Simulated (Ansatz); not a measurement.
Computed with Ansatz on PBE0-D4/def2-TZVP structures; ΔE is electronic, products minus reactants. CCSD(T)/CBS is the MP2 limit (def2-TZVPP, def2-QZVPP) plus CCSD(T) − MP2 in def2-TZVPP, frozen cores. Functionals use def2-TZVPP. B3LYP here is the variant with VWN-RPA as its local correlation; programs differ in this. One conformer a species, not always the lowest.

Reaction (ligand exchange at the Si–N bond): `CN[SiH](N)O` + `N[SiH](O)Cl` → `N[Si@H](Cl)O[Si@@H](N)O` + CH₃NH₂

Problem. Is it downhill or uphill in electronic energy at CCSD(T)/CBS, and by how much? (Best estimate.)

Solution. The calculation gave: Downhill: ΔE = -64.1 kJ/mol.

Problem. What do these levels give: r2SCAN-D4, PBE0-D4, ωB97X-V, ωB97M-V, B2PLYP, B3LYP, MP2/def2-TZVPP, CCSD/def2-TZVPP, CCSD(T)/def2-TZVPP, HF/def2-QZVPP, MP2/def2-QZVPP, MP2/CBS(def2)? (Estimate.)

Solution. The calculation gave: r2SCAN-D4 -62.7, PBE0-D4 -59.8, ωB97X-V -62.8, ωB97M-V -62.1, B2PLYP -63.0, B3LYP -61.8, MP2/def2-TZVPP -62.2, CCSD/def2-TZVPP -65.3, CCSD(T)/def2-TZVPP -63.9, HF/def2-QZVPP -76.6, MP2/def2-QZVPP -62.8, MP2/CBS(def2) -62.3 kJ/mol.

Largest T1 diagnostic among the species: 0.011.

In def2-TZVPP, CCSD(T) changes the Hartree–Fock value by +11.1 kJ/mol (the triples alone add +1.4 kJ/mol) and MP2 by +12.8 kJ/mol. From PBE to PBE0 (25 % exact exchange), in def2-TZVPP and without D4, ΔE moves by −3.9 kJ/mol. The D4 term adds −4.6 kJ/mol with B3LYP and −3.1 kJ/mol with PBE0; it sums over pairs of atoms, weighted by their polarisabilities, and B3LYP, whose exchange is more repulsive, gets the larger term.
